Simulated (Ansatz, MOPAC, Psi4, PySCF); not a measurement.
Molecule: C4H10O, charge 0, multiplicity 1. SMILES: CC(C)CO
Geometry: optimised at B3LYP-D3(BJ)/def2-TZVP (Ansatz, an electronic-structure program).

Property: enthalpy of formation at 298 K, in kcal/mol. Set-up: non-relativistic; valence correlation only; UHF or UKS for open shells; 6-31G* and kin with 6d, 5d where marked; 6-311+G** with 5d; dispersion terms only where a functional's name holds one; no spin-orbit coupling. Basis-set limits of correlation are two-point, X^-3; Hartree-Fock from the larger set. First-principles rows: single points at B3LYP-D3(BJ) geometries (Ansatz), with unscaled harmonic terms from B3LYP/6-31G* (Ansatz) at its own minima, enthalpies of formation by atomisation with measured atoms. Semi-empirical rows: MOPAC heats of formation at their own minima for 298 K.

Measured values: CRC Handbook, as tabulated in the package chemicals; they hold spin-orbit and core effects, anharmonicity and other conformers. 

Value to compare with, the measured value: -67.8 kcal/mol.

```tsv
level	program	enthalpy of formation at 298 K (kcal/mol)	error
MNDO	MOPAC	-68.8	-1.0
PBE/3-21G	Ansatz	-74.2	-6.4
PBE/6-31G*	Ansatz	-86.5	-18.7
PBE/6-311+G**	Ansatz	-78.2	-10.4
BLYP/6-31G*	Ansatz	-46.8	21.0
BP86/6-31G* (5d)	PySCF	-100.5	-32.7
B3LYP/STO-3G	Ansatz	-295.2	-227.4
B3LYP/3-21G	Ansatz	-35.0	32.8
B3LYP/6-31G*	Ansatz	-55.0	12.8
B3LYP/6-31G**	Ansatz	-66.4	1.4
B3LYP/def2-SVP	Ansatz	-62.6	5.2
B3LYP/6-311+G**	Ansatz	-48.9	18.9
M06-2X/6-311+G**	PySCF	-58.0	9.8
wB97X-D/6-311+G**	Psi4	-57.2	10.6
PBE/def2-TZVPD	Ansatz	-82.5	-14.7
B3LYP-D3(BJ)/def2-TZVPD	Ansatz + dftd3	-64.9	2.9
CCSD(T)/CBS(cc-pVTZ,cc-pVQZ)	Ansatz	-65.1	2.7
```

Among the 14 habitual levels, B3LYP/STO-3G lies farthest from the measured value (-227.4 kcal/mol); 8 of 14 lie above it, and their mean absolute error is 29.2 kcal/mol, the median 11.7. One case shows no general order.

The levels are drawn from those run, B3LYP/6-31G* more often than the rest, none by its result; left out are runs that failed, that the program found above a lower state of the same kind, or whose <S^2> lies over 0.5 above the pure value.
